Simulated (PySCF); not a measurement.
# How the method changes the constants of InSb

State: ³Σ⁻ (triplet), unpaired electrons π ↑↑. Set-up: In def2-TZVPPD with ECP28, Sb def2-TZVPPD with ECP28; scalar-relativistic core potentials (PySCF 2.14). De refers to In + Sb in their high-spin ground configurations, without counterpoise correction. The functionals are run spin-unrestricted. A positive dipole means In(−)Sb(+).

| Level | Re (Å) | ωe (cm⁻¹) | De (eV) | μ (D) | CPU s a point (SCF and correlation, without the integrals) |
| --- | --- | --- | --- | --- | --- |
| UHF | 2.980 | 140 | 0.67 | -2.30 | 2.7 |
| UHF-MP2 | 2.907 | 148 | 1.48 | n/a | 5.3 |
| UHF-SCS-MP2 | 2.932 | 145 | 1.45 | n/a | n/a |
| PBE | 2.970 | 139 | 1.84 | -1.86 | 2.3 |
| PBEsol | 2.928 | 144 | 1.99 | -1.67 | 1.4 |
| r²SCAN | 2.940 | 144 | 1.74 | -1.82 | 3.2 |
| M06-L | 2.983 | 137 | 1.98 | -1.72 | 3.4 |
| r²SCANh | 2.933 | 145 | 1.70 | -1.86 | 5 |
| PBE0 | 2.940 | 145 | 1.72 | -1.94 | 5 |
| M06 | 2.963 | 144 | 2.11 | -1.83 | 4.9 |
| MN15 | 2.922 | 145 | 1.68 | -1.92 | 5.2 |
| ωB97X-V | 2.906 | 152 | 1.82 | -2.00 | 10 |

Problem. What does a quarter of exact exchange do here, going from PBE to PBE0?

Solution. PBE0 less PBE: -3.0 pm in Re, +4.3 % in ωe, -0.12 eV in De. Exact exchange removes part of the self-interaction that spreads semilocal densities, and in most molecules shortens and stiffens the bond and lowers De; so it does here.

Problem. What does second-order correlation do here, going from UHF to UHF-MP2?

Solution. UHF-MP2 less UHF: -7.3 pm in Re, +5.7 % in ωe, +0.81 eV in De. Correlation nearly always deepens the well. The bond shortens, as in weak, metallic or heavy-atom bonds, where dispersion and the correlation of outer-core electrons pull the atoms together.

Correlated steps freeze 8 core orbitals. Spin–orbit coupling is left out, which matters for elements this heavy, above all for dissociation energies. The state was picked by a PBE0 search and need not be the measured ground state.

The whole job (state search and all levels along the bond) took about 7.4 min on 2 threads of Arm Neoverse V2 (shared host), peak memory 5.4 GiB.
